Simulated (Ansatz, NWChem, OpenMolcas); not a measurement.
Appearance energy of a fragment ion: SiH3(SeH) → [SiH3]+ + HSe + e⁻

Species: SiH3(SeH), singlet; [SiH3]+ `[SiH3+]`, singlet; HSe, doublet. 

Shapes, held fixed at every level: PBE0-D4/def2-TZVP. Programs: Ansatz 0.2.0, NWChem 7.3.0, OpenMolcas 26.06. A level may come from different programs for different species; with the same settings they agree closely. Electronic energies: no zero-point or thermal term.

```json
{"level": "HF/def2-SVP", "kind": "Hartree–Fock", "ΔE (eV)": "+10.00", "less CCSD(T)/def2-TZVPP": "-1.49"}
{"level": "HF/def2-TZVPP", "kind": "Hartree–Fock", "ΔE (eV)": "+10.01", "less CCSD(T)/def2-TZVPP": "-1.48"}
{"level": "r2SCAN0-D4/def2-TZVPP", "kind": "global hybrid", "ΔE (eV)": "+11.70", "less CCSD(T)/def2-TZVPP": "+0.21"}
{"level": "wB97X-V/def2-TZVPP", "kind": "range-separated hybrid", "ΔE (eV)": "+11.58", "less CCSD(T)/def2-TZVPP": "+0.09"}
{"level": "B2PLYP/def2-TZVPP", "kind": "double hybrid", "ΔE (eV)": "+11.42", "less CCSD(T)/def2-TZVPP": "-0.07"}
{"level": "MP2/def2-SVP", "kind": "perturbation theory", "ΔE (eV)": "+11.18", "less CCSD(T)/def2-TZVPP": "-0.31"}
{"level": "CCSD(T)/def2-TZVPP", "kind": "coupled cluster or CI", "ΔE (eV)": "+11.49", "less CCSD(T)/def2-TZVPP": "0.00"}
```

The highest level, CCSD(T)/def2-TZVPP, gives ΔE = +11.49 eV; the levels span +10.00 to +11.70. The column of differences is taken from that level and isn't an error. No measured value is set beside it here. Open shells run unrestricted unless RO is named. Relativity is left out for Se unless named. Correlated rows may include outer-core shells of Se, which these sets cover unevenly. The onset seen in experiment also holds zero-point changes and kinetic shifts.
